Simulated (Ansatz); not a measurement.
Ansatz results at the PBE0-D4/def2-TZVP geometry: LUMO energy (PBE0/def2-TZVPP) -1.13 eV; LUMO energy (B3LYP/def2-TZVPP) -1.37 eV; HOMO–LUMO gap (B3LYP/def2-TZVPP) 5.76 eV.

Each molecule was computed in one conformer, which needn't be the lowest.

(1) Which molecule gave them?
A. `[Se]=[C]1C[NH][AlH]1`
B. `FC[SiH2]CI`
C. `B[NH][AlH][Cl]`
D. `[CH3][Zn][CH2]C=O`

Results:

(1) B. The others give `B[NH][AlH][Cl]`: -0.66, -0.87, 7.62; `[Se]=[C]1C[NH][AlH]1`: -2.66, -2.82, 2.68; `[CH3][Zn][CH2]C=O`: -0.76, -1.03, 5.69.

B3LYP here is the variant with VWN-RPA as its local correlation; programs differ in this.
